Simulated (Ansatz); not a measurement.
Compare A (`C=C1O[Si]1(C)S`) with its isomer B (`C=C=C(O)[SiH2]S`).

Gas-phase electronic energies from Ansatz, PBE0-D4/def2-TZVP geometries. CBS: MP2 limit from def2 TZ/QZ plus the TZ coupled-cluster correction, frozen cores. Functionals use def2-TZVPP. B3LYP here is the variant with VWN-RPA as its local correlation; programs differ in this. One conformer a species, not always the lowest.

Problem. Which isomer does CCSD(T)/CBS put lower? Give the gap. (An estimate is asked.)

Solution. The calculation gave: A, by 34.1 kcal/mol.

Problem. Give E(B) − E(A) in kcal/mol with PBE0-D4, B3LYP, r2SCAN-D4, ωB97M-V, MP2/def2-TZVPP, CCSD/def2-TZVPP, CCSD(T)/def2-TZVPP. (Estimate.)

Solution. Ansatz gave: PBE0-D4 34.4, B3LYP 30.9, r2SCAN-D4 35.7, ωB97M-V 34.7, MP2/def2-TZVPP 36.7, CCSD/def2-TZVPP 33.1, CCSD(T)/def2-TZVPP 33.6. None reverses the order clearly.

Largest T1 diagnostic: 0.014.

In def2-TZVPP, CCSD(T) changes the Hartree–Fock value by +5.6 kcal/mol (the triples alone add +0.5 kcal/mol) and MP2 by +8.7 kcal/mol. From PBE to PBE0 (25 % exact exchange), in def2-TZVPP and without D4, E(B) − E(A) moves by +0.9 kcal/mol.
